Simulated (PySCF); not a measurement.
Bond stretch in H₂OSi, SMILES O=[SiH2]. The O1–Si2 bond (O1 also carries nothing else; Si2 carries H, H) is stretched with both fragments frozen at the PBE0/def2-TZVP optimised geometry. Each curve is given relative to its own lowest point near equilibrium.

```
R / Å      A      B      C
-----  -----  -----  -----
1.21   7.738  6.893  7.333
1.28   4.607  3.905  4.311
1.36   2.309  1.780  2.115
1.43   1.083  0.714  0.966
1.46   0.725  0.426  0.638
1.52   0.250  0.086  0.211
1.56   0.091  0.000  0.064
1.61   0.000  0.017  0.000
1.68   0.036  0.215  0.084
1.74   0.179  0.501  0.273
1.88   0.758  1.389  0.969
2.04   1.610  2.442  1.963
2.26   2.755  3.502  3.349
2.48   3.652  4.158  4.575
2.74   4.297  4.626  5.745
3.04   4.617  4.933      —
3.31   4.717  5.088      —
3.67   4.761  5.202      —
4.14   4.769  5.271      —
4.56   4.775  5.300      —
5.32   4.783  5.322      —
```

Energies in eV.

Q: Which curve belongs to which method? The methods are RHF/6-31G (PySCF 2.14.0); restricted LDA (SVWN5)/6-31G in PySCF 2.14.0; PySCF with CCSD(T) on UHF/6-31G, 6 core orbitals frozen.

A: A is UCCSD(T); B is RHF; C is RKS-LDA (SVWN5).

A dash means that the run gave no value there, or that the column was ended at a point which the program doubted or which failed a test of continuity chosen for this set; such a test can also cut sound points.

The restricted form behind RKS-LDA (SVWN5), RHF keeps the bonding electrons paired and can't separate into open-shell fragments. The unrestricted determinant behind UCCSD(T) is spin-contaminated at 1.52 to 5.32 Å (<S²> up to 2.0, against 0.00 for a pure singlet).
